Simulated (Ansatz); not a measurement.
Computed with Ansatz on PBE0-D4/def2-TZVP structures; ΔE is electronic, products minus reactants. CBS: MP2 limit from def2 TZ/QZ plus the TZ coupled-cluster correction, frozen cores. For Ge, Zn outer-core shells are correlated without core-valence functions, which leaves a few kJ/mol of doubt a bond. Scalar relativity is left out up to krypton.

Consider the ligand exchange at a Zn–C bond: `F[CH]([SiH3])[ZnH]` + `[OH][GeH3]` → `[ZnH][O][GeH3]` + `FC[SiH3]`.

| species | CCSD(T)/CBS(def2) energy (Eh) |
| --- | --- |
| `F[CH]([SiH3])[ZnH]` | -2208.26193 |
| `[OH][GeH3]` | -2153.69723 |
| `[ZnH][O][GeH3]` | -3932.08723 |
| `FC[SiH3]` | -429.90570 |

Question: Work out ΔE.

Answer: ΔE = (-3932.08723) + (-429.90570) − (-2208.26193) − (-2153.69723) = -0.03377 Eh = -88.7 kJ/mol.

Largest T1 diagnostic among the species: 0.016.

From BLYP to BHLYP (50 % exact exchange), in def2-TZVPP and without D4, ΔE moves by −9.4 kJ/mol. In def2-TZVPP, CCSD(T) changes the Hartree–Fock value by +16.0 kJ/mol (the triples alone add +2.2 kJ/mol) and MP2 by +13.0 kJ/mol. Leaving LDA and LC-ωPBE aside and taking each functional with its dispersion term where it has one, the values, not all of them listed here, spread over 20.0 kJ/mol, from B2PLYP to revPBE-D4.
